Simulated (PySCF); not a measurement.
# Er³³⁺: ionisation energy

Er³³⁺ [Ar] 3d10 4s2 4p5 [4p1/2^2 4p3/2^3, M_J = 3/2] → Er³⁴⁺ [Ar] 3d10 4s2 4p4 [4p1/2^2 4p3/2^2, M_J = 2], as a difference of total energies. Computed with PySCF 2.14 in an uncontracted even-tempered set (17 s from 3.3 bohr⁻², ratio 2.8; 14 p from 4.3 bohr⁻², ratio 2.8; 8 d from 7.6 bohr⁻², ratio 2.8; 4 f from 22 bohr⁻², ratio 3), with the two-component X2C-1e Hamiltonian. Correlated levels: [Ne] frozen; the 80 highest virtual spinors dropped. "Screened" scales the spin-orbit matrix elements by Boettger's factors to mimic the two-electron term; Breit and QED terms are absent.

```tsv
method	ionisation energy (eV)
GHF (spin-free)	1429.0
GMP2 (spin-free)	1430.4
GHF (screened spin-orbit)	1412.0
GMP2 (screened spin-orbit)	1413.4
```

Breit and QED terms and the two-electron picture change are absent.

The spin-free rows relax to the high-spin LS determinant and lack the spin-orbit shift.

The labels give the starting determinants; with spin-orbit coupling the two ends relaxed to ⟨J²⟩ = 3.75, ⟨L²⟩ = 2.05, ⟨S²⟩ = 0.80 and ⟨J²⟩ = 6.00, ⟨L²⟩ = 3.22, ⟨S²⟩ = 1.46.

For comparison: 1416 ± 5 eV (theoretical estimate listed by NIST; NIST Atomic Spectra Database, ionization energies).
